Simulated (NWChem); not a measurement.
Species: InHOF2; SMILES [OH][In]([F])[F]

```xyz
5

In     0.0165     0.0012     0.0000
F     -1.9398     0.2474     0.0000
F      1.0885     1.6428     0.0000
O      0.8428    -1.8246     0.0000
H      0.1111    -2.4759     0.0000
```
Atoms are numbered in this order, from 1.

Computed with NWChem. The geometry was optimised at PBE-D3(BJ)/def2-SVP. def2 effective core potentials on In; no spin-orbit coupling. Level M06-2X/def2-SVP: energy and gradient on several grids; changes count from the extra-fine grid, which is no exact limit either.

```
grid     size of the energy change (μHa)  largest change of a gradient component (μHa/bohr)  time, medium = 1 (rough)
-------  -------------------------------  -------------------------------------------------  ------------------------
xcoarse                            20000                                               5000                   about 1
coarse                               400                                                700                   about 1
medium                                20                                                200                   about 1
fine                                  10                                                 60                   about 1
xfine                               < 10                                               < 30                         2
```
